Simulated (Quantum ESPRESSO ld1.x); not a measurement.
Values are calculated unless marked as measured or tabulated.
Species: Ne2+. Configuration: [He] 2s2 2p4. Level of theory: Dirac Kohn-Sham, LDA (Slater exchange, Perdew-Zunger correlation), spin-unpolarised, spherical densities, point nucleus; open shells fill j = l - 1/2 first (ld1.x of Quantum ESPRESSO 7.5).

Normalised radial functions P(r) = r R(r) (large component), r in bohr:

r,1s1/2,2s1/2,2p3/2
0.007547,0.4260,0.1092,0.0018
0.008308,0.4653,0.1192,0.0022
0.009218,0.5114,0.1310,0.0027
0.01023,0.5617,0.1439,0.0033
0.01135,0.6161,0.1578,0.0040
0.01249,0.6703,0.1716,0.0049
0.01386,0.7335,0.1877,0.0060
0.01538,0.8014,0.2050,0.0073
0.01693,0.8685,0.2220,0.0087
0.01879,0.9457,0.2416,0.0107
0.02085,1.0278,0.2623,0.0130
0.02295,1.1077,0.2824,0.0156
0.02546,1.1985,0.3051,0.0190
0.02825,1.2931,0.3287,0.0230
0.03135,1.3911,0.3528,0.0279
0.03451,1.4837,0.3754,0.0333
0.03829,1.5854,0.3997,0.0403
0.04249,1.6872,0.4236,0.0486
0.04677,1.7799,0.4447,0.0577
0.05189,1.8772,0.4660,0.0693
0.05758,1.9690,0.4847,0.0830
0.06338,2.0469,0.4989,0.0979
0.07033,2.1213,0.5100,0.1166
0.07804,2.1824,0.5155,0.1385
0.08659,2.2274,0.5142,0.1639
0.09531,2.2520,0.5055,0.1908
0.1058,2.2577,0.4870,0.2240
0.1174,2.2393,0.4574,0.2618
0.1292,2.1993,0.4191,0.3009
0.1433,2.1301,0.3648,0.3480
0.159,2.0338,0.2961,0.4000
0.1751,1.9219,0.2197,0.4524
0.1943,1.7777,0.1228,0.5133
0.2155,1.6135,0.0119,0.5780
0.2392,1.4340,-0.1115,0.6455
0.2633,1.2601,-0.2344,0.7091
0.2921,1.0692,-0.3741,0.7779
0.3241,0.8823,-0.5165,0.8445
0.3568,0.7191,-0.6461,0.9022
0.3959,0.5579,-0.7791,0.9580
0.4393,0.4172,-0.8986,1.0042
0.4836,0.3076,-0.9917,1.0361
0.5366,0.2119,-1.0689,1.0567
0.5954,0.1389,-1.1173,1.0609
0.6606,0.0863,-1.1341,1.0474
0.7272,0.0527,-1.1207,1.0188
0.8069,0.0290,-1.0761,0.9709
0.8953,0.0149,-1.0032,0.9067
0.9855,0.0075,-0.9152,0.8349
1.094,0.0033,-0.8036,0.7466
1.213,0.0013,-0.6822,0.6510
1.336,0.0005,-0.5680,0.5597
1.482,0.0002,-0.4486,0.4616
1.644,0.0000,-0.3398,0.3682
1.825,0.0000,-0.2458,0.2831
2.009,0.0000,-0.1743,0.2142
2.229,0.0000,-0.1139,0.1517
2.473,0.0000,-0.0701,0.1023
2.722,0.0000,-0.0422,0.0677
3.02,0.0000,-0.0227,0.0409

1s1/2: eigenvalue -876.30 eV, 0 radial nodes, <r> = 0.159 bohr, 90 % of the charge inside 0.284 bohr. 2s1/2: eigenvalue -77.681 eV, 1 radial node at r = 0.218 bohr, <r> = 0.833 bohr, 90 % of the charge inside 1.32 bohr. 2p3/2: eigenvalue -54.876 eV, 0 radial nodes, <r> = 0.812 bohr, 90 % of the charge inside 1.37 bohr.
